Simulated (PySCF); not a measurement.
CH₅F₂NSi, SMILES N[SiH2]C(F)F. Geometry optimised at PBE-D3(BJ)/def2-SVP. This is a generated structure with no PubChem entry under its InChIKey; it may be hypothetical. The values are those of a single conformer.

Computed equilibrium geometry at PBE-D3(BJ)/def2-SVP (PySCF confirms it by a frequency run) as a Z-matrix (one conformer of several):
```
Si
N 1 1.7423
H 2 1.0230 1 118.89
H 2 1.0241 3 109.99 1 -139.78
H 1 1.5017 2 107.98 3 44.40
H 1 1.5099 5 109.24 2 129.55
C 1 1.9271 5 110.28 6 115.26
F 7 1.3752 1 110.39 5 -65.82
F 7 1.3850 8 108.28 1 117.96
H 7 1.1168 8 107.98 9 115.79
```
Charge 0, spin multiplicity 1.
